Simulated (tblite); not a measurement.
Species: CH9NSi3.
Structure used (GFN2-xTB), in Å, numbered top down from 1:
```
atom  x, y, z in Å
N1    -2.224   -1.768   -0.573
C2    -1.483   -1.004    0.099
Si3    0.101   -0.087   -0.447
Si4   -0.337    2.190   -0.310
Si5    1.858   -0.931    0.817
H6    -1.924   -1.907   -1.539
H7    -1.810   -0.862    1.130
H8     0.246   -0.498   -1.864
H9    -1.462    2.641   -1.131
H10    0.836    2.962   -0.730
H11   -0.632    2.582    1.071
H12    3.117   -0.284    0.439
H13    2.062   -2.374    0.684
H14    1.653   -0.660    2.242
```

All values are computed: GFN2-xTB (tblite) harmonic vibrations without scaling, gas phase. The method is semi-empirical: single wavenumbers can be off by several per cent or more. Modes of hydrogen on silicon can be 10 to 20 % off. One conformer, not necessarily the lowest.

Question: How many normal modes are there?

Answer: 14 atoms, non-linear: 3N − 6 = 36.

Question: What is the point group of the computed structure, and how do the modes divide by symmetry?

Answer: Cs. The vibrations span 21 a′ + 15 a″.

Question: How many distinct wavenumbers does the calculation give?

Answer: 36: Cs has no degenerate species.

Question: How many fundamentals are allowed in the infrared by symmetry?

Answer: 36 of 36: in Cs every mode is allowed. All fundamentals are allowed in the Raman spectrum.

Question: What zero-point energy do the modes add up to?

Answer: Half the sum of the wavenumbers, 18863 cm⁻¹, or 53.9 kcal/mol from 36 modes, 33.5 kcal/mol of it from above 1550 cm⁻¹.

Question: What thermal excitation has the softest real mode at 298.15 K?

Answer: θ = hcν̃/k = 36 K for 25.1 cm⁻¹, so N1/N0 = 0.89 and ⟨v⟩ = 1/(exp(θ/T) − 1) = 7.8.
